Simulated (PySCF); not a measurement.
## [CeF3(H2O)]+ at several levels of theory

Computed with PySCF 2.14.0 (density fitting, no spin-orbit coupling) at the geometry relaxed with PBE0:

```xyz
7
[CeF3(H2O)]+ (singlet)
Ce    0.0509   -0.0418    0.0418
F     1.1288    1.2002    1.1627
F    -1.1677   -1.1523    1.1523
F     1.1288   -1.1627   -1.2002
O    -1.3398    1.3468   -1.3468
H    -1.6812    2.2342   -1.1371
H    -1.6812    1.1371   -2.2342
```

```
    level                                                          basis    state  HOMO (eV)  gap (eV)  charge on Ce1 (e)  population of f-type functions on Ce1 (polarisation alone where 4f lies in the core)  dipole about the centre of mass (D)  largest force component (eV/Å)
     PBE0  Ce lcecp-2-SVP with ECP46, F def2-SVP, O def2-SVP, H def2-SVP  singlet          –         –               1.86                                                                                  0.20                                 7.79                            0.00
CAM-B3LYP                                                       the same  singlet          –         –               1.85                                                                                  0.20                                 7.86                            0.12
   revPBE                                                       the same  singlet          –         –               1.64                                                                                  0.20                                 7.49                            0.42
```

In the lcecp rows the 4f levels are missing from HOMO and gap, and the state counts the valence alone.

Charges are Mulliken's, which hang on the basis. The relaxation used the grid (50, 194), these runs (75, 302) or, all-electron (x2c bases, spin-free X2C Hamiltonian), (99, 590).

**Question.** What does PBE0 with Ce lcecp-2-TZVP with ECP46, F def2-TZVP, O def2-TZVP, H def2-TZVP give here?

**Answer.** state singlet, charge on Ce1 (e) 2.04, population of f-type functions on Ce1 (polarisation alone where 4f lies in the core) 0.24, dipole about the centre of mass (D) 7.77, largest force component (eV/Å) 0.28. Time: 14 s on 2 threads of Arm Neoverse V1, with other jobs on the host, from free ions and atoms.
